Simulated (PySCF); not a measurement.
## SMILES C[Si@H]1CC[Si@H]1[SiH2]P, C₃H₁₃PSi₃

Cartesian coordinates in Å; atom numbers follow the order of the lines, from 1:
```xyz
20

C    -0.609    1.114    2.279
Si   -1.579    0.211    0.917
C    -1.396    0.990   -0.835
C    -1.068   -0.258   -1.681
Si   -0.474   -1.477   -0.300
Si    1.851   -1.569   -0.179
P     2.563    0.558   -0.048
H    -1.031    2.092    2.491
H    -0.614    0.546    3.204
H     0.427    1.257    1.982
H    -2.989    0.099    1.337
H    -2.251    1.540   -1.222
H    -0.548    1.679   -0.851
H    -0.357   -0.041   -2.478
H    -1.972   -0.626   -2.166
H    -1.001   -2.838   -0.532
H     2.589   -2.262   -1.249
H     2.346   -2.170    1.068
H     2.236    0.875   -1.351
H     3.872    0.291   -0.390
```

Theory: PySCF 2.14.0, TDDFT PBE0/def2-SVPD circular dichroism and optical rotation, one conformer, gas phase. Geometry: GFN2-xTB.

The molecule is flexible and this is one conformer; a measurement averages over conformers.

**Question.** Draw the ECD and absorption spectra from the lowest 16 states, each a Gaussian of half-width 0.25 eV at 1/e height.

**Answer.** 
| E (eV) | λ (nm) | Δε (L mol⁻¹ cm⁻¹) | ε (L mol⁻¹ cm⁻¹) |
| --- | --- | --- | --- |
| 5.12 | 242 | -0.06 | 49.5 |
| 5.27 | 235 | 0.00 | 483 |
| 5.42 | 229 | +3.02 | 2550 |
| 5.57 | 223 | +14.75 | 7280 |
| 5.72 | 217 | +24.91 | 11300 |
| 5.87 | 211 | +11.60 | 10100 |
| 6.02 | 206 | -13.67 | 6710 |
| 6.17 | 201 | -26.70 | 5520 |
| 6.32 | 196 | -23.59 | 7050 |
| 6.47 | 192 | -14.54 | 11200 |
| 6.62 | 187 | -2.77 | 14500 |
| 6.77 | 183 | +5.42 | 13100 |

Δε uses R in velocity form, ε uses f in length form. Only the states computed contribute, so the short-wavelength end is incomplete.
